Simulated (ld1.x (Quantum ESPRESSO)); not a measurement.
## Building the TM potential for rhenium (Re) (revPBE, fully relativistic).

| Item | Value |
| --- | --- |
| Element | Re |
| Generator | ld1.x (Quantum ESPRESSO) 7.5 |
| Type | norm-conserving Troullier–Martins (Kleinman–Bylander form) |
| Functional | revPBE |
| Relativity | fully relativistic |
| Frozen core | [Xe] 4f14 |
| Valence charge | 7 |
| Reference configuration | 5d5 6s2 6p0 |
| Partial waves | 6s (bound): rc 2.25 bohr; 6p (bound, empty): rc 3.85 bohr; 5d (bound): rc 1.70 bohr |
| Local potential | the d channel |
| Core correction | Bessel-smoothed model core inside 1.70 bohr |

Open shells are filled in proportion to 2j + 1 (rel_dist='average').

Poles of the logarithmic derivatives, all-electron (AE) and pseudo (PS). Narrow ghost or core levels that the grid stepped over were put in at their known energies. s: poles at -0.2, 2.7 (AE) and -0.2, 2.5 (PS) Ry. p1/2: poles at 0.4, 3.4 (AE) and 0.4, 3.5 (PS) Ry. p3/2: poles at 0.6, 3.7 (AE) and -0.7, 0.6, 3.5 (PS) Ry. d3/2: poles at -0.4, 1.8 (AE) and -0.3, 1.8 (PS) Ry. d5/2: poles at -0.3, 1.8 (AE) and -0.3, 1.8 (PS) Ry. Test radius 4.22 bohr.

- Cutoffs needed: 35 Ry and 40 Ry (the cutoffs (Ry, on a coarse ladder) from which the occupation-weighted sum of valence levels, in a spherical-Bessel basis at the reference potential, stays within 10 and 1 mRy of its value at 400 Ry)
- Ghost test: ghost states, extra bound levels that the all-electron valence spectrum of the same l lacks: s at -47.8 eV, p3/2 at -10.0 eV, p1/2 at -1.43 eV; a true bound ghost makes a file unfit for plane-wave use (spherical-Bessel basis up to 400 Ry, 20 bohr box)
- Largest excitation error: -101 meV (all-electron minus pseudo) for 5d4 6s0 6p0, out of 7 test configurations
